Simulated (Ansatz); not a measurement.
Cost and result up the ladder for CdMe2 (C₂H₆Cd) (9 atoms). The state is a singlet with charge 0. Geometry: PBE0-D4/def2-TZVP.

```xyz
9

Cd    0.000    0.000    0.000
C    -0.395   -1.932    0.762
H    -1.429   -2.007    1.103
H     0.261   -2.155    1.605
H    -0.233   -2.688   -0.009
C     0.395    1.932   -0.761
H    -0.199    2.120   -1.657
H     1.450    2.034   -1.022
H     0.150    2.696   -0.020
```

Ansatz on 4 threads of Arm Neoverse V1 on a shared host. Times are rough, and most runs start from the orbitals of an earlier one. ωB97M-V/def2-TZVP serves as the yardstick here, not as an exact answer. Differences are given only for rows in sets of like size (and for xTB, whose basis is part of the method), since another set adds its own error. Binding counts from free atoms at the same level (Cd singlet, C triplet, H doublet; other spins of the atoms weren't run), without zero-point energy or a counterpoise term.

In the def2 sets Cd takes a core potential; there is no spin–orbit coupling. LC-ωPBE has ω = 0.4 bohr⁻¹. Correlated methods freeze 2 core orbitals; core or outer-core shells of Cd are correlated, in sets that lack core-valence functions.

Correlated methods converge slowly with the basis.

```csv
level,functions,wall time,binding energy per atom (eV),difference from ωB97M-V/def2-TZVP (eV)
PBE-D4/def2-SVP,89,0.65 s,3.36,–
PBE0-D4/def2-SVP,89,0.7 s,3.34,–
MP2/def2-TZVP,138,0.8 s,3.24,-0.10
PBE-D4/def2-TZVP,138,0.95 s,3.35,0.02
revPBE-D4/def2-TZVP,138,0.95 s,3.29,-0.05
LC-ωPBE/def2-TZVP,138,1.1 s,3.34,0.01
PBE0-D4/def2-TZVP (with forces),138,1.4 s,3.33,-0.01
r2SCAN-D4/def2-TZVP,138,1.9 s,3.33,0.00
r2SCANh-D4/def2-TZVP,138,2 s,3.32,-0.01
ωB97X-V/def2-TZVP,138,3.9 s,3.33,0.00
ωB97M-V/def2-TZVP,138,4.2 s,3.34,0.00
B97M-V/def2-TZVP,138,4.4 s,3.30,-0.03
CCSD(T)/def2-TZVPP,202,93 s,3.26,-0.07
```
